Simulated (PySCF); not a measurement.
SeF2, SMILES F[Se]F.

The structure is a stationary point at ωB97X-D3(BJ)/def2-TZVP.

Computed with ωB97X-D3(BJ)/def2-TZVP (PySCF).

Frequencies are harmonic and unscaled.

Computed normal modes with their intensities:
| mode | ν (cm⁻¹) | IR (km/mol) | moving atoms (share of kinetic energy) |
|---|---|---|---|
| 1 | 272 | 5.3 | F 86 %, Se 14 % |
| 2 | 697 | 108.3 | F 79 %, Se 21 % |
| 3 | 730 | 60.3 | F 81 %, Se 19 % |
